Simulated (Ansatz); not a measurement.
**Counterpoise correction, worked out**

The pair of SiH4 (SMILES [SiH4], atoms 1–5) and GeH4 (SMILES [GeH4], atoms 6–10), both closed shells, in one local arrangement (a lower one may exist), relaxed at PBE0-D4/def2-TZVP:

Si1  (0.118, 0.034, -2.057)
H2  (-0.004, -1.370, -1.592)
H3  (-0.254, 0.115, -3.493)
H4  (1.517, 0.498, -1.880)
H5  (-0.794, 0.897, -1.263)
Ge6  (-0.119, -0.035, 2.058)
H7  (-1.273, -0.852, 1.465)
H8  (0.308, -0.645, 3.400)
H9  (-0.572, 1.415, 2.274)
H10  (1.072, -0.057, 1.089)
(Å)

Program: Ansatz 0.2.0. Basis: def2-TZVPPD. Cores are frozen in the correlated methods. Filled d shells of the heavier atoms are correlated. The def2 sets are not built for correlating such inner shells, so the correlated values are less sure here.

CCSD(T) total energies in eV:

| system | geometry | basis functions | energy |
| --- | --- | --- | --- |
| pair | pair | all | -64475.40102 |
| SiH4 | as in the pair | all (partner as ghosts) | -7930.38963 |
| GeH4 | as in the pair | all (partner as ghosts) | -56544.97833 |
| SiH4 | as in the pair | its own | -7930.38530 |
| GeH4 | as in the pair | its own | -56544.96238 |
| SiH4 | free (PBE0-D4 minimum) | its own | -7930.38535 |
| GeH4 | free (PBE0-D4 minimum) | its own | -56544.96248 |

(1) Work out the interaction energy with and without the counterpoise correction, the superposition error, and the binding energy from the relaxed fragments.

T1 diagnostic: at most 0.012.

Results:

(1) Without correction: -64475.40102 − (-7930.38530) − (-56544.96238) = -0.05334 eV.
With correction (each fragment in the whole basis): -64475.40102 − (-7930.38963) − (-56544.97833) = -0.03306 eV = -0.76 kcal/mol.
The superposition error is the difference, 0.02028 eV, 38 % of the uncorrected value: each fragment borrows its partner's functions.
Deformation from the free shapes: 0.00005 eV for SiH4 and 0.00010 eV for GeH4.
Binding energy from relaxed fragments: -0.03306 + 0.00005 + 0.00010 = -0.03291 eV = -0.76 kcal/mol (electronic, without zero-point energy; negative means bound). For comparison, the corrected interaction energy by CCSD(T) at an estimated basis limit (MP2 extrapolated from triple and quadruple zeta, plus CCSD(T) − MP2 in triple zeta) is -0.044 eV; triple zeta with the correction binds less.

For scale, one of the runs: CCSD(T)/def2-TZVPPD, 238 basis functions, launched by `ansatz run in.yaml --threads 4 --pin off --events-out ev --progress --plain --max-ram 9574MiB`. Time: 21 s of wall clock on 4 CPU threads of an AMD EPYC 9R45; the host was shared. Peak host memory: 4.1 GiB.
